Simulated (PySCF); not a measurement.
A geometry optimisation on BeMeI, `[CH3][Be][I]`.

Computed with PBE0-D3(BJ)/def2-SVP geometry optimisation, gas phase, def2 core potentials past Kr (PySCF 2.14.0). Start geometry: GFN2-xTB. A driver script takes a list of jobs; this job's settings line and coordinates (Å) are shown.

Input:
```
{"job": {"xc": "PBE0", "basis": "def2-SVP", "d3": "d3bj", "grid": 1, "maxiter": 40, "kind": "geom"}, "charge": 0, "multiplicity": 1}
Be    -0.013650     0.011770    -0.998360
C      0.001220     0.001830     0.715750
H     -0.428300     0.890080     1.178630
H      0.999710    -0.074000     1.147770
H     -0.549550    -0.828280     1.159440
I     -0.009430    -0.001390    -3.203220
```

Output:
```
step   0  E = -352.31021075  max force = 0.014001
step   1  E = -352.31188029  max force = 0.004019
step   2  E = -352.31193431  max force = 0.002288
step   3  E = -352.31194395  max force = 0.000268
optimisation converged
```

Energies in Eh; «max force» is the largest Cartesian gradient component in Eh/bohr.

Task: How much energy does the optimisation release, in kJ/mol?

Result: E(step 0) − E(last step) = 0.001733 Eh, which is 4.6 kJ/mol.

Summary of the converged run: final energy -352.31194 Eh after 3 steps; dipole 1.05 D.

Task: Where do the atoms end?

Result: 0.046 Å rms from the input after alignment:
```
atom  x, y, z in Å
Be1   -0.0091    0.0074   -0.9557
C2     0.0024   -0.0004    0.7140
H3    -0.4421    0.9174    1.1373
H4     1.0279   -0.0758    1.1169
H5    -0.5672   -0.8524    1.1255
I6    -0.0119    0.0038   -3.1380
```

Task: How long does this job take on Arm Neoverse V1, one thread, shared host?

Result: About 7.0 s.
Labels such as C1 count atoms from 1, the log's own numbers from 0.
